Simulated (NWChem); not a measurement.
C₃H₆Cl₂; SMILES CC(C)(Cl)Cl

```xyz
11

C      0.0000     1.2778    -1.1728
C      0.0000     0.0000    -0.3488
C      0.0000    -1.2778    -1.1728
Cl     1.4769     0.0000     0.7188
Cl    -1.4769     0.0000     0.7188
H     -0.9029     1.3075    -1.8146
H      0.0000     2.1649    -0.5130
H      0.9029     1.3075    -1.8146
H     -0.9029    -1.3075    -1.8146
H      0.0000    -2.1649    -0.5130
H      0.9029    -1.3075    -1.8146
```
Atoms are numbered in this order, from 1.

Level: PBE-D3(BJ)/def2-SVP (NWChem), optimised geometry, unscaled harmonic frequencies. 

```json
[
 {"frequency (cm⁻¹)": "245", "IR intensity (km/mol)": "1.5"},
 {"frequency (cm⁻¹)": "268", "IR intensity (km/mol)": "0.0"},
 {"frequency (cm⁻¹)": "276", "IR intensity (km/mol)": "0.0"},
 {"frequency (cm⁻¹)": "298", "IR intensity (km/mol)": "0.0"},
 {"frequency (cm⁻¹)": "354", "IR intensity (km/mol)": "3.8"},
 {"frequency (cm⁻¹)": "355", "IR intensity (km/mol)": "0.9"},
 {"frequency (cm⁻¹)": "383", "IR intensity (km/mol)": "5.4"},
 {"frequency (cm⁻¹)": "553", "IR intensity (km/mol)": "17.2"},
 {"frequency (cm⁻¹)": "617", "IR intensity (km/mol)": "88.8"},
 {"frequency (cm⁻¹)": "903", "IR intensity (km/mol)": "9.8"},
 {"frequency (cm⁻¹)": "913", "IR intensity (km/mol)": "0.0"},
 {"frequency (cm⁻¹)": "971", "IR intensity (km/mol)": "0.0"},
 {"frequency (cm⁻¹)": "1084", "IR intensity (km/mol)": "72.5"},
 {"frequency (cm⁻¹)": "1131", "IR intensity (km/mol)": "39.3"},
 {"frequency (cm⁻¹)": "1188", "IR intensity (km/mol)": "10.8"},
 {"frequency (cm⁻¹)": "1333", "IR intensity (km/mol)": "22.6"},
 {"frequency (cm⁻¹)": "1345", "IR intensity (km/mol)": "8.4"},
 {"frequency (cm⁻¹)": "1391", "IR intensity (km/mol)": "3.5"},
 {"frequency (cm⁻¹)": "1396", "IR intensity (km/mol)": "0.0"},
 {"frequency (cm⁻¹)": "1407", "IR intensity (km/mol)": "3.2"},
 {"frequency (cm⁻¹)": "1419", "IR intensity (km/mol)": "6.2"},
 {"frequency (cm⁻¹)": "2983", "IR intensity (km/mol)": "3.5"},
 {"frequency (cm⁻¹)": "2987", "IR intensity (km/mol)": "8.9"},
 {"frequency (cm⁻¹)": "3078", "IR intensity (km/mol)": "0.0"},
 {"frequency (cm⁻¹)": "3083", "IR intensity (km/mol)": "12.8"},
 {"frequency (cm⁻¹)": "3102", "IR intensity (km/mol)": "1.8"},
 {"frequency (cm⁻¹)": "3103", "IR intensity (km/mol)": "4.2"}
]
```

The zero-point energy comes out as 51.7 kcal/mol and the thermal correction to the enthalpy at 298.15 K (with zero-point energy) is 56.2 kcal/mol. The heat capacity Cv is 22.5 cal/(mol K). The entropy at 298.15 K and 1 atm (symmetry number 2) comes out as 77.2 cal/(mol K) and the dipole moment is 2.09 D.

Rigid rotor and harmonic oscillator.
